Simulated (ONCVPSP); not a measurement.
**gadolinium: variants of one ONCV potential**

Base potential:

ONCVPSP 4.0.1 input, shortened (lines: element, Z, core and valence counts, functional; n l f; lmax; l rc ep ncon nbas qcut; lloc lpopt rc5 dvloc0; l nproj debl; icmod fcfact rcfact), PBE, scalar-relativistic:

```
  Gd 64.00    9    5        4      upf
    1    0    2.00
    2    0    2.00
    2    1    6.00
    3    0    2.00
    3    1    6.00
    3    2   10.00
    4    0    2.00
    4    1    6.00
    4    2   10.00
    4    3    7.00
    5    0    2.00
    5    1    6.00
    5    2    1.00
    6    0    2.00
    3
    0    1.75    0.00    3    8    5.70
    1    2.25    0.00    4    7    5.00
    2    3.10    0.00    3    8    5.90
    3    1.35    0.00    5   10   10.70
    4    5    0.95    2.00
    0    2    2.00
    1    3    3.90
    2    1    2.10
    3    1    1.40
    3    2.00    1.15
```

Cutoffs, loose and tight: the cutoffs (Ha) at which the residual kinetic energy of the hardest occupied pseudo-wave falls to 1 and 0.1 mHa per electron. They do not see the model core or the augmentation charge, which bear on the density cutoff. Test errors are all-electron minus pseudo excitation energies from the reference, over the configurations 4f7 5s2 5p6 5d1 6s1; 4f7 5s2 5p6 5d1 6s0; 4f7 5s2 5p6 5d0 6s0; 4f8 5s2 5p6 5d1 6s0. A dash means not determined; rows that change the core or the reference have their own tests. The largest error is taken over the tests solved by every variant that gives reliable tests at all: 4f7 5s2 5p6 5d1 6s0; 4f7 5s2 5p6 5d1 6s1; 4f8 5s2 5p6 5d1 6s0.

A true bound ghost makes a file unfit for plane-wave use even where its test errors are small: the radial tests pick states by their node count and pass the ghost by.

```csv
change,outcome,"cutoff, loose","cutoff, tight",bound ghosts,GHOST(+) flags above zero,largest test error (meV)
base,generated,159 Ha,231 Ha,s,p,+84
p: rc 1.6,generated,159 Ha,231 Ha,s,p,+37
p: rc 1.76,generated,159 Ha,231 Ha,s,p,+50
p: rc 2.12,generated,159 Ha,231 Ha,s,p,+77
p: rc 2.22,generated,159 Ha,231 Ha,s,p,+83
p: rc 2.56,generated,159 Ha,231 Ha,s,p,+96
p: rc 2.84,generated,159 Ha,231 Ha,s,p,+100
p: rc 3.08,"generated, projector energies reset by the program",159 Ha,231 Ha,s,p,+94
p: rc 3.24,"generated, projector energies reset by the program",159 Ha,231 Ha,s,p,+90
```

Reading the sweep of the p radius (base included, trends over the rows without a ghost): Bound ghosts are found at 1.6, 1.76, 2.12, 2.22, 2.25, 2.56, 2.84, 3.08, 3.24 bohr. Every judged row has one, so this setting neither creates nor removes them.
